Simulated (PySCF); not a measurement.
Unknown compound

Molecular formula: C4H14N2Si. Simulated spectra:

1H NMR (500 MHz, computed): δ 4.38 (s, 2H), 1.10 (s, 9H), 0.36 (br s, 2H), -0.21 (br s, 1H).

13C{1H} NMR (computed): δ 40.8 (C), 33.1 (CH3).

Fast rotation and ring inversion assumed for equivalent nuclei, one conformer, in vacuum, non-relativistic. HF/pcSseg-1 with gauge-including orbitals; geometry from PBE0-D3(BJ)/def2-SVP; PySCF 2.14.0 with density-fitted response routines.

Chemical shifts δ = σref − σ; TMS for 1H and 13C, all at this level.

Task: Propose a structure and justify it.

Result: 
- Rings plus π bonds: 0.
- 2 carbon signals for 4 carbons: some carbons are equivalent by symmetry or fast rotation.
- Carbon types of the structure: 1 × C, 3 × CH3, leaving 5 H on heteroatoms.
- δC 40.8: fully substituted sp3 carbon bonded to N; deshielded by the electronegative neighbour.
- δC 33.1: methyl carbon; saturated and bonded to C and H only.
- δH 4.38: hydrogen on a silicon bonded to 2 N.
- δH 1.10: hydrogen on a methyl carbon.
- δH 0.36: hydrogen on a nitrogen bonded to Si; labile proton, position sensitive to the medium.
- δH -0.21: hydrogen on a nitrogen bonded to C, Si; exchangeable, gas-phase position.

The compound is `CC(C)(C)N[SiH2]N`.

The data come from this structure; uniqueness wasn't tested.

OH/NH shifts are gas-phase values; hydrogen bonding in solution moves them, usually downfield. Shifts are as computed. Against solution values, carbons near 30 ppm lie about -0 ppm off and those near 130 ppm about +7 ppm. Of 1211 compounds with measured shifts, 218 miss one by over three times the rms of a fit or turn the order of signals round; such compounds aren't used in these exercises. No couplings were computed; multiplicities are counted from neighbouring protons, with m where these are inequivalent, close in shift, in a saturated or five-membered ring or joined by F or P, and br s for small geminal =CH2 splittings.
